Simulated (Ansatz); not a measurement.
Total energies of Si(iPr)Cl3 (C3H7Cl3Si) from Ansatz at PBE-D4/def2-TZVP, gas phase (1 Eh = 27.2114 eV = 2625.5 kJ/mol). The reference geometry is relaxed at PBE-D4/def2-SVP.

```xyz
14

Si   -0.001   -0.968   -1.309
C    -0.239    0.409   -0.045
C     1.106    1.054    0.328
C    -1.012   -0.104    1.182
H    -0.866    1.157   -0.583
H     1.636    1.449   -0.562
H     1.775    0.321    0.825
H     0.947    1.896    1.034
H    -1.199    0.726    1.895
H    -1.992   -0.540    0.902
H    -0.433   -0.884    1.718
Cl    1.004   -0.272   -2.983
Cl   -1.830   -1.728   -1.922
Cl    1.105   -2.515   -0.481
```

| state | geometry | energy (Eh) |
| --- | --- | --- |
| charge 0 singlet | reference | -1788.03316 |
| charge 1 doublet | reference | -1787.66621 |
| charge 1 doublet | relaxed at PBE-D4/def2-SVP | -1787.68807 |
| free Si atom (triplet) | – | -289.22285 |
| free C atom (triplet) | – | -37.79597 |
| free H atom (doublet) | – | -0.49962 |
| free Cl atom (doublet) | – | -459.95840 |

Question: Work out the vertical ionisation energy to the doublet.

Answer: E(charge 1 doublet) − E(charge 0 singlet) = -1787.66621 − (-1788.03316) = 0.36695 Eh = 9.99 eV. For comparison, −ε of the highest occupied level is 7.39 eV at this level, 2.60 eV less.

Question: How much does the charge 1 doublet relax, and what is the adiabatic ionisation energy?

Answer: Relaxation: -1787.66621 − (-1787.68807) = 0.02186 Eh = 0.59 eV. Adiabatic ionisation energy: 0.34509 Eh = 9.39 eV, without zero-point energy. 

Question: What is the binding energy per atom against free atoms?

Answer: Atoms: 1 × (-289.22285) + 3 × (-37.79597) + 7 × (-0.49962) + 3 × (-459.95840) = -1785.98330 Eh. Binding: -1785.98330 − (-1788.03316) = 2.04986 Eh = 55.78 eV, or 3.98 eV for each of 14 atoms (no zero-point energy, no counterpoise term).

At PBE-D4/def2-TZVP the gap within one spin of the charge 1 doublet nearly closes, so an electron or hole may be smeared out by delocalisation error.
